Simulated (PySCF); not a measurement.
Compound: C7H4ClFO.
Bonds: O1–C2 (double), C2–F3, C2–C4, C4–C5 (aromatic), C5–C6 (aromatic), C6–C7 (aromatic), C7–Cl8, C7–C9 (aromatic), C9–C10 (aromatic), C4–C10 (aromatic). Hydrogens: H11 on C5; H12 on C6; H13 on C9; H14 on C10.

The same species was optimised twice, with GFN2-xTB and with PBE0-D3(BJ)/def2-SVP (PySCF), and the same property calculations (PySCF, gas phase) were run on both structures.

| coordinate | GFN2-xTB | PBE0-D3(BJ)/def2-SVP | change |
| --- | --- | --- | --- |
| C2–F3 (Å) | 1.369 | 1.343 | -0.026 |
| C2–C4 (Å) | 1.462 | 1.476 | +0.014 |
| C5–C6 (Å) | 1.380 | 1.389 | +0.009 |
| C9–C10 (Å) | 1.378 | 1.388 | +0.010 |
| C7–C9 (Å) | 1.391 | 1.397 | +0.006 |
| C6–C7 (Å) | 1.390 | 1.396 | +0.006 |
| C7–Cl8 (Å) | 1.720 | 1.725 | +0.005 |
| C4–C5 (Å) | 1.396 | 1.399 | +0.003 |
| C4–C10 (Å) | 1.397 | 1.401 | +0.004 |
| O1=C2 (Å) | 1.185 | 1.186 | +0.001 |
| O1–C2–C4 (°) | 129.1 | 127.2 | -1.9 |
| O1–C2–F3 (°) | 118.8 | 120.5 | +1.7 |
| C5–C6–C7 (°) | 119.6 | 119.3 | -0.3 |
| C6–C7–C9 (°) | 121.0 | 121.2 | +0.2 |
| C7–C9–C10 (°) | 119.3 | 119.1 | -0.2 |
| C4–C5–C6 (°) | 120.0 | 120.2 | +0.2 |
| C6–C7–Cl8 (°) | 119.5 | 119.4 | -0.1 |
| F3–C2–C4 (°) | 112.2 | 112.3 | +0.1 |
| O1–C2–C4–C5 (°) | 180 | 180 | 0 |

Rotational constants: A = 3854, B = 550.9, C = 482.0 MHz (GFN2-xTB) against A = 3835, B = 548.1, C = 479.5 MHz (PBE0-D3(BJ)/def2-SVP). Point groups within 0.08 Å: Cs and Cs.

On the GFN2-xTB structure: HOMO (eV) -7.93 [PBE0/pcSseg-1]; LUMO (eV) -2.25 [PBE0/pcSseg-1]; dipole (D) 2.62 [PBE0/pcSseg-1]; GIAO shielding of O1 (ppm) -93.7 [PBE0/pcSseg-1]; GIAO shielding of C2 (ppm) 21.8 [PBE0/pcSseg-1]; GIAO shielding of F3 (ppm) 152.5 [PBE0/pcSseg-1]; GIAO shielding of C4 (ppm) 59.3 [PBE0/pcSseg-1]; GIAO shielding of C5/C10 (mean) (ppm) 46.5 [PBE0/pcSseg-1]; GIAO shielding of C6/C9 (mean) (ppm) 51.4 [PBE0/pcSseg-1]; GIAO shielding of C7 (ppm) 31.9 [PBE0/pcSseg-1]; GIAO shielding of Cl8 (ppm) 685.6 [PBE0/pcSseg-1].

Problem. What do these properties become on the PBE0-D3(BJ)/def2-SVP structure?

Solution. 
```tsv
property	level	on GFN2-xTB	on PBE0-D3(BJ)/def2-SVP	change
HOMO (eV)	PBE0/pcSseg-1	-7.93	-7.88	+0.05
LUMO (eV)	PBE0/pcSseg-1	-2.25	-2.19	+0.06
dipole (D)	PBE0/pcSseg-1	2.62	2.41	-0.21
energy, GFN2-xTB geometry as zero (kcal/mol)	PBE0/pcSseg-1	0.0	-0.2	-0.2
GIAO shielding of O1 (ppm)	PBE0/pcSseg-1	-93.7	-91.8	+1.9
GIAO shielding of C2 (ppm)	PBE0/pcSseg-1	21.8	22.0	+0.2
GIAO shielding of F3 (ppm)	PBE0/pcSseg-1	152.5	163.6	+11.1
GIAO shielding of C4 (ppm)	PBE0/pcSseg-1	59.3	57.0	-2.3
GIAO shielding of C5/C10 (mean) (ppm)	PBE0/pcSseg-1	46.5	45.3	-1.2
GIAO shielding of C6/C9 (mean) (ppm)	PBE0/pcSseg-1	51.4	49.4	-2.0
GIAO shielding of C7 (ppm)	PBE0/pcSseg-1	31.9	30.5	-1.4
GIAO shielding of Cl8 (ppm)	PBE0/pcSseg-1	685.6	682.0	-3.6
```

The heavy atoms differ by 0.012 Å rms after alignment. Among bonds between heavy atoms C2–F3 changes most (-0.026 Å). Changes are differences of the printed values. Neither structure is proved a minimum here.

Conformer computed: `[O:1]=[C:2]([F:3])[c:4]1[cH:5][cH:6][c:7]([Cl:8])[cH:9][cH:10]1`: O1–C2–C4–C5 180°.
